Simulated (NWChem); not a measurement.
System: CH4AlClO; SMILES C[O][AlH][Cl]

```xyz
8

Al    -0.9000     0.1327     0.0000
H     -2.4485     0.3677     0.0000
Cl     0.4544     1.7436     0.0000
O     -0.3081    -1.4432     0.0000
C      0.8764    -2.1702     0.0000
H      1.7731    -1.5241     0.0000
H      0.9293    -2.8217     0.8896
H      0.9293    -2.8217    -0.8896
```
Atoms are numbered in this order, from 1.

Program: NWChem. Medium grid unless said otherwise, to which SCAN and Minnesota functionals are sensitive. All runs use the structure optimised with PBE0/def2-SVP. Hybrids' shares of exact exchange are those that their runs print; pure functionals count as 0. The functionals differ in more than this share.

| row | share of exact exchange | orbital gap (eV) |
|---|---|---|
| PBE/def2-TZVP | 0.00 | 5.38 |
| SCAN/def2-TZVP | 0.00 | 6.03 |
| TPSSh/def2-TZVP | 0.10 | withheld |
| B3LYP/def2-TZVP | 0.20 | 7.20 |
| M06/def2-TZVP | 0.27 | 7.50 |
| M05-2X/def2-TZVP | 0.56 | 10.07 |

Fit a straight line of the last column on the one before it, predict the withheld value, and compare with the run.


1. Means of the 5 shown rows: x = 0.206, y = 7.236. Slope Σ(x − x̄)(y − ȳ)/Σ(x − x̄)² = 1.651/0.2143 = 7.704; intercept 5.649.
2. The shown rows scatter about the line by 0.237 (root mean square); the largest residual is +0.38, at SCAN/def2-TZVP.
3. At x = 0.10 (TPSSh/def2-TZVP; inside the shown range) the line gives 6.42.
4. The run gives 6.56, +0.14 from the line, 0.6 times the scatter.
